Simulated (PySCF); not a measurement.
disilicon carbide (CSi2), SMILES [Si]=C=[Si] (connectivity only; charge and spin as stated), neutral, multiplicity 1. The structure is a stationary point at r2SCAN-D4/def2-TZVP. The geometry has at least one imaginary mode, so it is a saddle point at that level.

TDA-M06-2X/def2-TZVPD (PySCF 2.14.0) puts the lowest singlet excitations at 2.69, 2.94, 2.95, 3.27, 3.27, 5.08 eV.

Problem. What are the lowest excitation roots from ADC(2)/aug-cc-pVDZ in PySCF? (Estimate from the structure and the level; the computed values follow.)

Solution. 3.07, 3.11, 3.11, 3.32, 3.32, 4.44 eV. S1 differs by 0.38 eV (second minus first; roots are paired by order, and the bases may differ).
